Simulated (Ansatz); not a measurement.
A series at Si: from `CC(C)[Si](Cl)(C(C)C)C(C)C`, ligands are replaced one by one, each step taking up HCl and setting free `CCC`; n counts the steps. Ansatz, PBE0-D4/def2-TZVP geometries. Each molecule was computed in one conformer, which needn't be the lowest.

```tsv
n	molecule	HOMO energy, ωB97M-V/def2-TZVPP (eV)
0	`CC(C)[Si](Cl)(C(C)C)C(C)C`	-9.75
1	`CC(C)[Si](Cl)(Cl)C(C)C`	?
2	`CC(C)[Si](Cl)(Cl)Cl`	-10.82
3	`Cl[Si](Cl)(Cl)Cl`	-11.77
```

**Question.** By hand: fit a straight line y = ȳ + b (n − n̄) to the 3 given rows and predict n = 1.

**Answer.** n̄ = 1.667, ȳ = -10.780; Σ(n − n̄)(y − ȳ) = -3.050, Σ(n − n̄)² = 4.667, so b = -0.654 eV a step. Prediction: -10.780 + (-0.654) × (-0.667) = -10.34 eV.

**Question.** By hand: compare with the computed value, -10.03 eV, and give the steps along the whole series.

**Answer.** The line misses by 0.31 eV (computed minus predicted). Steps: -0.28, -0.79, -0.95 eV.

The steps grow at each stage, from -0.28 to -0.95 eV, so the series is curved. The highest orbital can change its character along such a series. The miss is 15.3 % of the series' range.
